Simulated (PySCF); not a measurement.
**Continuum solvent and chemical shifts**

Molfile (atoms numbered from 1):
```
C6H13NSi
     RDKit          3D

 21 21  0  0  0  0  0  0  0  0999 V2000
    3.3065   -0.3472    0.7285 C   0  0  0  0  0  0  0  0  0  0  0  0
    2.0477   -0.7024    0.9858 C   0  0  0  0  0  0  0  0  0  0  0  0
    1.0680   -1.2006   -0.0384 C   0  0  0  0  0  0  0  0  0  0  0  0
   -0.1417   -0.4198   -0.0819 N   0  0  0  0  0  0  0  0  0  0  0  0
   -0.0470    0.9435   -0.5733 C   0  0  0  0  0  0  0  0  0  0  0  0
   -1.3711    1.6387   -0.2599 C   0  0  0  0  0  0  0  0  0  0  0  0
   -2.5218    0.6552   -0.5228 C   0  0  0  0  0  0  0  0  0  0  0  0
   -1.7845   -0.9730    0.0788 Si  0  0  0  0  0  4  0  0  0  0  0  0
    3.9779    0.0045    1.5165 H   0  0  0  0  0  0  0  0  0  0  0  0
    3.7156   -0.4017   -0.2863 H   0  0  0  0  0  0  0  0  0  0  0  0
    1.6551   -0.6238    2.0076 H   0  0  0  0  0  0  0  0  0  0  0  0
    0.8025   -2.2452    0.2044 H   0  0  0  0  0  0  0  0  0  0  0  0
    1.5639   -1.2340   -1.0306 H   0  0  0  0  0  0  0  0  0  0  0  0
    0.1528    0.9636   -1.6674 H   0  0  0  0  0  0  0  0  0  0  0  0
    0.7951    1.4734   -0.0935 H   0  0  0  0  0  0  0  0  0  0  0  0
   -1.4753    2.5696   -0.8404 H   0  0  0  0  0  0  0  0  0  0  0  0
   -1.3736    1.9241    0.8059 H   0  0  0  0  0  0  0  0  0  0  0  0
   -2.7197    0.5660   -1.6050 H   0  0  0  0  0  0  0  0  0  0  0  0
   -3.4624    0.9613   -0.0421 H   0  0  0  0  0  0  0  0  0  0  0  0
   -2.1588   -1.3604    1.4796 H   0  0  0  0  0  0  0  0  0  0  0  0
   -2.1067   -2.1584   -0.7839 H   0  0  0  0  0  0  0  0  0  0  0  0
  1  2  2  0
  2  3  1  0
  3  4  1  0
  4  5  1  0
  5  6  1  0
  6  7  1  0
  7  8  1  0
  8  4  1  0
  1  9  1  0
  1 10  1  0
  2 11  1  0
  3 12  1  0
  3 13  1  0
  5 14  1  0
  5 15  1  0
  6 16  1  0
  6 17  1  0
  7 18  1  0
  7 19  1  0
  8 20  1  0
  8 21  1  0
M  END
```

GIAO PBE0/pcSseg-1 in PySCF 2.14 on one PBE0-D3(BJ)/def2-SVP conformer, non-relativistic, equivalent nuclei averaged. Solvents enter as an IEF-PCM continuum (cyclohexane with ε = 2.0, chloroform with ε = 4.7) around the gas-phase geometry. Shifts are referred to TMS computed in the same medium.

Gas phase, δ in ppm: C2 149.0, C1 123.9, C3 53.9, C5 50.3, C6 29.0, C7 10.5, Si8 -19.5, H11 5.96, H10 5.41, H9 5.33, H20/H21 4.88, H12/H13 3.37, H14/H15 2.64, H16/H17 1.85. Dipole moment 0.73 D.

Problem. How does each δ change in the continuum?

Solution. 
```tsv
atoms	environment	Δδ, cyclohexane	Δδ, chloroform
C2	alkene CH	+0.9	+1.6
C1	terminal =CH2 carbon	+0.3	+0.6
C3	allylic sp3 CH2 bonded to N	+0.1	+0.3
C5	sp3 CH2 bonded to N	+0.4	+0.7
C6	sp3 CH2 in a ring	+0.3	+0.5
C7	sp3 CH2 bonded to Si	+0.3	+0.5
Si8	silicon bonded to C, N, 2 H, in a 5-membered ring	0.0	-0.1
H11	hydrogen on an alkene CH	+0.04	+0.07
H10	hydrogen on a terminal =CH2 carbon	+0.04	+0.08
H9	hydrogen on a terminal =CH2 carbon	+0.04	+0.07
H20/H21	hydrogen on a silicon bonded to C, N, in a 5-membered ring	-0.05	-0.08
H12/H13	hydrogen on an allylic sp3 CH2 bonded to N	+0.03	+0.06
H14/H15	hydrogen on an sp3 CH2 bonded to N	0.00	-0.01
H16/H17	hydrogen on an sp3 CH2 in a ring	+0.02	+0.03
```

Changes are relative to the gas phase. The dipole moment becomes 0.80 D in cyclohexane, 0.87 D in chloroform.

Problem. Which nuclei move most (in ppm), and what does the model miss?

Solution. C2 (alkene CH, +1.6 ppm) in chloroform. A continuum only polarises the solute; specific hydrogen bonds, the anisotropy of aromatic solvents and changes of geometry or conformer are outside it.
